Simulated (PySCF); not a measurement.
A species of formula C6H12O has this rotational fingerprint, computed with PBE0/def2-SVPD in PySCF (dipole) on a GFN2-xTB geometry, gas phase:

| Property | Result |
| --- | --- |
| Rotational constants | A = 4598, B = 1409, C = 1160 MHz |
| Dipole components | \|μa\| = 3.12 D, \|μb\| = 0.09 D, \|μc\| = 0.87 D |
| Inertial defect | -33.02 u·Å² |
| κ | -0.86 |

Question: Which structure is it? (One computed conformer of each.)
A. `[CH3:1][CH:2]1[CH2:3][CH2:4][O:5][CH2:6][CH2:7]1` with C1–C2–C3–C4 177°, C2–C3–C4–O5 -58°, C3–C4–O5–C6 60°, C4–O5–C6–C7 -60°
B. `[CH3:1][CH2:2][C@H:3]([CH3:4])[CH2:5][CH:6]=[O:7]` with C1–C2–C3–C4 -171°, C2–C3–C5–C6 -175°, C3–C5–C6–O7 -134°

Answer: B. It is CC[C@H](C)CC=O, an asymmetric top, point group C1. The candidates at the same level (rigid rotor, commonest isotopes):

| SMILES | A (MHz) | B (MHz) | C (MHz) | μa (D) | μb (D) | μc (D) | Δ (u·Å²) | point group | rotor |
| --- | --- | --- | --- | --- | --- | --- | --- | --- | --- |
| CC1CCOCC1 | 4607 | 2231 | 1652 | 1.30 | 0.00 | 0.76 | -30.22 | Cs | asymmetric top |
| CC[C@H](C)CC=O | 4598 | 1409 | 1160 | 3.12 | 0.09 | 0.87 | -33.02 | C1 | asymmetric top |

`CC1CCOCC1` has B 58 % too high. No structure here is proved a minimum.
